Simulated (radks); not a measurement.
N3+, 4 electrons, occupied as [He] 2s1 4f1 (not the ground configuration).

All-electron calculation, Dirac Kohn-Sham, LDA (Slater exchange, Perdew-Wang correlation), spin-unpolarised, spherical densities, point nucleus; open shells fill j = l - 1/2 first. Program: a radial shooting solver on a logarithmic mesh with Libxc functionals.

Energy parts (eV):
| part | energy |
|---|---|
| total | -1317.138 |
| kinetic | 1314.181 |
| electron-nucleus | -2837.842 |
| Hartree | 323.285 |
| exchange-correlation | -116.763 |

Orbitals (lengths in bohr, moments of r in powers of bohr; <r^-3> diverges for s and p1/2; r(max) is where P^2 peaks):
\begin{tabular}{lrrrrrr}
orbital & occ. & eigenvalue (eV) & r(max) & <1/r> & <r^-3> & small-component weight \\ \hline
1s1/2 & 2 & -469.5901 & 0.1488 & 6.631 & - & 5.85e-04 \\
2s1/2 & 1 & -80.4893 & 0.8962 & 1.384 & - & 1.01e-04 \\
4f5/2 & 1 & -11.5722 & 4.007 & 0.2518 & 0.02475 & 1.35e-05 \\
4f7/2 & 0 & -11.5719 & 4.007 & 0.2518 & 0.02475 & 1.35e-05 \\
\end{tabular}

The highest occupied level is 4f5/2 at -11.572 eV. The density falls to 0.001 e/bohr^3 at r = 4.55 bohr.
